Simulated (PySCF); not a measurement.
A spin–spin coupling run with PySCF (density fitting, non-relativistic, gas phase) on SMILES Fc1ccc(F)c(F)c1, C6H3F3:

```
{"job": {"kind": "j", "xc": "B3LYP", "basis": "pcJ-1"}, "charge": 0, "multiplicity": 1}
F     -2.436011    -1.204318     0.014792
C     -1.238041    -0.598710     0.006172
C     -1.179098     0.783446    -0.035260
C      0.059030     1.400422    -0.045469
C      1.211530     0.634568    -0.012972
F      2.408479     1.239917    -0.022738
C      1.132065    -0.753677     0.030285
F      2.247942    -1.493374     0.063752
C     -0.098869    -1.384042     0.039442
H     -2.089279     1.359931    -0.058337
H      0.145763     2.474353    -0.078206
H     -0.162312    -2.459203     0.072515
```

Hardware: 1 thread of an x86-64 server CPU, shared host. The job also computes field gradients.

Task: How large is the calculation?

Result: 66 electrons, 273 basis functions and 942 auxiliary functions.

Task: How long does it take?

Result: 77 s of wall time, with 14 SCF cycles. Times on a shared host scatter by some tens of per cent.
